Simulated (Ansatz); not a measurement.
Total energies of `C#Cc1ccc(C#Cc2ccc(C#Cc3ccc(C#Cc4ccc(C#Cc5ccc(C#Cc6ccc(C#Cc7ccc(C#Cc8ccc(C#Cc9ccccc9)cc8)cc7)cc6)cc5)cc4)cc3)cc2)cc1` from Ansatz at PBE-D4/def2-SVP, gas phase (1 Eh = 27.2114 eV = 2625.5 kJ/mol). The reference geometry is relaxed at PBE-D4/def2-SVP.

| state | geometry | energy (Eh) |
| --- | --- | --- |
| charge 0 singlet | reference | -2760.80321 |
| charge 1 doublet | reference | -2760.59132 |
| charge -1 doublet | reference | -2760.89306 |
| free C atom (triplet) | – | -37.75124 |
| free H atom (doublet) | – | -0.49863 |

Single mean-field runs in def2-SVP are fitted with def2-universal-jkfit.

Task: Work out the vertical ionisation energy to the doublet.

Result: E(charge 1 doublet) − E(charge 0 singlet) = -2760.59132 − (-2760.80321) = 0.21189 Eh = 5.77 eV. For comparison, −ε of the highest occupied level is 4.92 eV at this level, 0.85 eV less.

Task: Work out the vertical electron affinity, to the doublet.

Result: E(charge 0 singlet) − E(charge -1 doublet) = -2760.80321 − (-2760.89306) = 0.08985 Eh = 2.44 eV. The basis lacks diffuse functions, which makes affinities too small.

Task: Give the fundamental gap IE − EA, the Mulliken electronegativity (IE + EA)/2 and the hardness (IE − EA)/2.

Result: From the values in Eh: IE − EA = 0.21189 − 0.08985 = 0.12204 Eh = 3.32 eV; (IE + EA)/2 = 4.11 eV; (IE − EA)/2 = 1.66 eV. The HOMO–LUMO gap of the same run is 1.72 eV, 1.60 eV smaller than the fundamental gap.

Task: What is the binding energy per atom against free atoms?

Result: Atoms: 72 × (-37.75124) + 38 × (-0.49863) = -2737.03722 Eh. Binding: -2737.03722 − (-2760.80321) = 23.76599 Eh = 646.71 eV, or 5.88 eV for each of 110 atoms (no zero-point energy, no counterpoise term).
